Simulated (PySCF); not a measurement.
TeCl2, SMILES Cl[Te]Cl.

Coordinates come from a PBE0-D3(BJ)/def2-TZVP optimisation. The isomer is the one that the SMILES or the coordinates give; other isomers of the formula were not compared. The def2 effective core potentials stand for the cores of Te; spin–orbit coupling is left out.

Method: PBE0-D3(BJ)/def2-TZVP in PySCF 2.14.0.

Frequencies are harmonic and unscaled.

Computed vibrational spectrum:
| mode | ν (cm⁻¹) | IR (km/mol) | moving atoms (share of kinetic energy) |
|---|---|---|---|
| 1 | 129 | 1.0 | Cl 84 %, Te 16 % |
| 2 | 374 | 55.0 | Cl 76 %, Te 24 % |
| 3 | 391 | 16.1 | Cl 80 %, Te 20 % |
